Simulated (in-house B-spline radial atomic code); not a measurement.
Results of a calculation; reference values are marked as such.
## Weak and strong correlation along the adiabatic connection

Two-electron singlets in several external potentials (atomic units), by full CI in B-splines with partial waves to l = 8 (correlation energies up to 0.6 % small). The repulsion is scaled by λ at fixed density; W(λ) is the mean repulsion less the Hartree energy, W(0) = E_x, and the area under W from 0 to 1 is E_xc.

Relative drop (W(λ) − E_x)/E_x:

| system | λ = 0.12 | λ = 0.25 | λ = 0.4 | λ = 0.6 | λ = 0.8 | λ = 1 |
| --- | --- | --- | --- | --- | --- | --- |
| ω²r²/2, ω = 0.131 | 0.0452 | 0.0839 | 0.1189 | 0.1543 | 0.1809 | 0.2016 |
| −Z exp(−kr)/r, Z = 2.74, k = 0.809 | 0.0086 | 0.0176 | 0.0274 | 0.0398 | 0.0515 | 0.0624 |
| −Z exp(−kr)/r, Z = 1.8, k = 0.463 | 0.0151 | 0.0302 | 0.0463 | 0.0658 | 0.0833 | 0.0991 |
| −Z/r, Z = 6.82, wall at 3.99 bohr | 0.0028 | 0.0057 | 0.0090 | 0.0134 | 0.0177 | 0.0219 |
| −V exp(−r²/w²), V = 2.13, w = 3.0 | 0.0209 | 0.0413 | 0.0623 | 0.0865 | 0.1074 | 0.1254 |
| ω²r²/2 − Z/r, ω = 0.0443, Z = 0.7 | 0.0425 | 0.0800 | 0.1150 | 0.1514 | 0.1795 | 0.2017 |
| ω²r²/2 − Z/r, ω = 0.0692, Z = 1 | 0.0263 | 0.0513 | 0.0765 | 0.1050 | 0.1290 | 0.1494 |

Order the systems by how far second-order (GL2) theory, half the initial slope (estimated from the first points of each curve), overshoots the correlation energy, least first.
A. ω²r²/2, ω = 0.131
B. −Z exp(−kr)/r, Z = 1.8, k = 0.463
C. ω²r²/2 − Z/r, ω = 0.0692, Z = 1
D. ω²r²/2 − Z/r, ω = 0.0443, Z = 0.7
E. −Z/r, Z = 6.82, wall at 3.99 bohr
F. −V exp(−r²/w²), V = 2.13, w = 3.0
G. −Z exp(−kr)/r, Z = 2.74, k = 0.809

E (GL2/E_c = 1.04), G (GL2/E_c = 1.12), B (GL2/E_c = 1.20), F (GL2/E_c = 1.30), C (GL2/E_c = 1.36), D (GL2/E_c = 1.58), A (GL2/E_c = 1.67).

What else changes along this order?

The ratio follows the bend of the curve. With it the leading natural occupation goes from 1.999 to 1.852 and −T_c/E_c from 0.96 to 0.60 between the first and the last.
